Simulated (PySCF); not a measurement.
Computed shifts of a molecule CH₉FN₂Si₂, B3LYP/pcSseg-1 (PySCF), GIAO, gas phase, atoms alike by connectivity averaged where their shifts nearly agree, in ppm (number of nuclei): ¹⁵N: 27.3 (1), 26.7 (1). ²⁹Si: -39.2 (1), -40.9 (1). ¹³C: 80.5 (1). ¹⁹F: -308.0 (1). ¹H: 5.08 (1), 4.98 (1), 4.97 (1), 4.86 (1), 4.82 (1), 4.65 (1), 0.85 (1), 0.53 (1), 0.50 (1). References: ¹⁵N against NH3 (σ = 265.5 ppm); ²⁹Si against TMS (σ = 338.7 ppm); ¹³C against TMS (σ = 181.3 ppm); ¹⁹F against CFCl3 (σ = 161.7 ppm); ¹H against TMS (σ = 31.68 ppm), references at their B3LYP-D3(BJ)/def2-TZVP geometries, non-relativistic. Geometry: B3LYP-D3(BJ)/def2-SVP. One conformer was computed; it need not be the lowest.

Task: Identify the compound among the candidates.
(A) N[SiH2]N[SiH2]CF
(B) C[Si@@H](N)N[SiH2]F
(C) CN[SiH2]N[SiH2]F
(D) CN[Si@H](F)[SiH2]N

Result: A, N[SiH2]N[SiH2]CF
